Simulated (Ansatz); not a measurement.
Mulliken charges of CH₆ClGaSi, SMILES `ClC[SiH2][GaH2]` from PBE/def2-TZVPP in Ansatz (PBE0-D4/def2-TZVP geometry).

```tsv
atom	x (Å)	y (Å)	z (Å)	charge (e)
Cl1	0.439	0.731	1.737	-0.089
C2	0.922	-0.735	0.786	-0.192
Si3	-0.340	-0.828	-0.650	0.072
Ga4	-0.827	1.535	-0.576	0.112
H5	0.925	-1.568	1.487	0.138
H6	1.939	-0.547	0.445	0.147
H7	0.328	-1.460	-1.824	-0.053
H8	-1.437	-1.740	-0.220	-0.047
H9	-2.205	2.079	-0.058	-0.041
H10	0.255	2.533	-1.127	-0.046
```

Task: By hand: the dipole of these point charges (1 e Å = 4.8032 D).

Result: Σ q r = (0.208, -0.151, 0.015) e Å, of length 0.257 e Å = 1.23 D.

Task: How does the dipole of the full density compare? (Estimate.)

Result: The calculation gave: (0.226, -0.310, 0.051) e Å, 1.86 D; the point charges give 0.66 times that, at 18° from its direction.

Point charges leave out the atoms' own dipoles, such as those of lone pairs, and Mulliken's split depends on the basis, so the two needn't agree.
